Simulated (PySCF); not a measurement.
Shifts of the heteroatoms

Molfile (atoms numbered from 1):
```
C9H13N
     RDKit          3D

 23 23  0  0  0  0  0  0  0  0999 V2000
   -2.6783    0.3759    0.5539 C   0  0  0  0  0  0  0  0  0  0  0  0
   -1.9350    0.0400   -0.7331 C   0  0  0  0  0  0  0  0  0  0  0  0
   -0.7492   -0.7639   -0.5453 N   0  0  0  0  0  0  0  0  0  0  0  0
   -0.9063   -2.1926   -0.5013 C   0  0  0  0  0  0  0  0  0  0  0  0
    0.4349   -0.1984   -0.1160 C   0  0  0  0  0  0  0  0  0  0  0  0
    1.5444   -1.0067    0.2177 C   0  0  0  0  0  0  0  0  0  0  0  0
    2.7491   -0.4403    0.6218 C   0  0  0  0  0  0  0  0  0  0  0  0
    2.9023    0.9404    0.7214 C   0  0  0  0  0  0  0  0  0  0  0  0
    1.8098    1.7477    0.4083 C   0  0  0  0  0  0  0  0  0  0  0  0
    0.5982    1.2004    0.0027 C   0  0  0  0  0  0  0  0  0  0  0  0
   -2.0327    0.9336    1.2490 H   0  0  0  0  0  0  0  0  0  0  0  0
   -3.0105   -0.5401    1.0668 H   0  0  0  0  0  0  0  0  0  0  0  0
   -3.5686    0.9895    0.3458 H   0  0  0  0  0  0  0  0  0  0  0  0
   -2.6018   -0.5075   -1.4182 H   0  0  0  0  0  0  0  0  0  0  0  0
   -1.6641    0.9632   -1.2697 H   0  0  0  0  0  0  0  0  0  0  0  0
   -0.1730   -2.7052   -1.1477 H   0  0  0  0  0  0  0  0  0  0  0  0
   -1.9074   -2.4553   -0.8675 H   0  0  0  0  0  0  0  0  0  0  0  0
   -0.7992   -2.6091    0.5188 H   0  0  0  0  0  0  0  0  0  0  0  0
    1.4705   -2.0921    0.1583 H   0  0  0  0  0  0  0  0  0  0  0  0
    3.5846   -1.1016    0.8668 H   0  0  0  0  0  0  0  0  0  0  0  0
    3.8492    1.3784    1.0427 H   0  0  0  0  0  0  0  0  0  0  0  0
    1.8950    2.8350    0.4852 H   0  0  0  0  0  0  0  0  0  0  0  0
   -0.2289    1.8740   -0.2199 H   0  0  0  0  0  0  0  0  0  0  0  0
  1  2  1  0
  2  3  1  0
  3  4  1  0
  3  5  1  0
  5  6  2  0
  6  7  1  0
  7  8  2  0
  8  9  1  0
  9 10  2  0
 10  5  1  0
  1 11  1  0
  1 12  1  0
  1 13  1  0
  2 14  1  0
  2 15  1  0
  4 16  1  0
  4 17  1  0
  4 18  1  0
  6 19  1  0
  7 20  1  0
  8 21  1  0
  9 22  1  0
 10 23  1  0
M  END
```

PySCF 2.14.0 with density-fitted response routines calculation with coordinates at the PBE0-D3(BJ)/def2-SVP level and shielding tensors at PBE0/pcSseg-1 (GIAO); non-relativistic Hamiltonian, no solvent model, a single conformation, one averaged value for each set of equivalent atoms.

Predict the ¹⁵N NMR data.

Results:


```csv
atoms,environment,σ (ppm),δ (ppm)
N3,aniline-type nitrogen,186.9,-321.5
```

Shieldings were converted by a linear fit to measured shifts: ¹⁵N (scatter 7.2 ppm rms vs CH3NO2, solution or neat liquid). A few per cent of atoms miss by over 2 rms, more outside the fitted compound classes.

On a 400 MHz spectrometer ¹⁵N resonates near 40.5 MHz, so 1 ppm is 40.5 Hz.
